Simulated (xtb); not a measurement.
xtb input:

```bash
xtb mol.xyz --gfn 2 --ohess tight --chrg 1 --uhf 0
```
mol.xyz:
```
4

Se     0.12697921    -0.17338598     0.39785902
Cl     1.22389494     1.12458478    -1.00173681
Cl    -0.85683932    -1.38231932    -0.96298578
H     -0.46471395     0.41728492     1.49004711
```

Q: Predict the final energy.

A: -12.33204 Eh (GFN2-xTB).

It need not be the lowest isomer of its formula.
